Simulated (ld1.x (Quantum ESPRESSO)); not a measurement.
**Which change was made? (As, TM)**

As, norm-conserving Troullier–Martins (Kleinman–Bylander form), made with ld1.x (Quantum ESPRESSO) 7.5 (PBEsol, scalar-relativistic). Core [Ar] 3d10, reference 4s2 4p3. Waves: 4s (bound): rc 1.70 bohr; 4p (bound): rc 1.70 bohr; 4d channel at -0.15 Ry: rc 1.45 bohr. Local part: the d channel. Core correction: none.

Cutoffs, loose and tight: the cutoffs (Ry, on a coarse ladder) from which the occupation-weighted sum of valence levels, in a spherical-Bessel basis at the reference potential, stays within 10 and 1 mRy of its value at 400 Ry. They do not see the model core or the augmentation charge, which bear on the density cutoff. Test errors are all-electron minus pseudo excitation energies from the reference, over the configurations 4s2 4p2; 4s2 4p1; 4s2 4p0; 4s1 4p4; 4s2 4p3.3; 4s1 4p3; 4s0 4p5; variants that change the core or the reference have their own tests. The largest error is taken over the tests solved by every variant that gives reliable tests at all, those not shown here included: 4s0 4p5; 4s1 4p4; 4s2 4p2; 4s2 4p3.3.

The base gives: outcome: generated; cutoff, loose: 35 Ry; cutoff, tight: 50 Ry; bound ghosts: s, p; largest test error (meV): +17.

Task: After one change the result is: outcome: generated; cutoff, loose: 21 Ry; cutoff, tight: 70 Ry; bound ghosts: s, p; largest test error (meV): +18. Which change was it?
A. wave 4d channel at -0.15 Ry: rc 1.45 bohr becomes 4d channel at -0.15 Ry: rc 1.16 bohr
B. wave 4d channel at -0.15 Ry: rc 1.45 bohr becomes 4d channel at -0.15 Ry: rc 0.96 bohr
C. wave 4d channel at -0.15 Ry: rc 1.45 bohr becomes 4d channel at -0.15 Ry: rc 2.20 bohr
D. wave 4d channel at -0.15 Ry: rc 1.45 bohr becomes 4d channel at -0.15 Ry: rc 1.96 bohr

Result: A. The others give: wave 4d channel at -0.15 Ry: rc 1.45 bohr becomes 4d channel at -0.15 Ry: rc 2.20 bohr → outcome: generated; cutoff, loose: 30 Ry; cutoff, tight: 50 Ry; bound ghosts: none; largest test error (meV): -14 | wave 4d channel at -0.15 Ry: rc 1.45 bohr becomes 4d channel at -0.15 Ry: rc 0.96 bohr → outcome: failed: run_pseudo: Errors in PS-KS equation | wave 4d channel at -0.15 Ry: rc 1.45 bohr becomes 4d channel at -0.15 Ry: rc 1.96 bohr → outcome: generated; cutoff, loose: 21 Ry; cutoff, tight: 50 Ry; bound ghosts: p; largest test error (meV): -11.
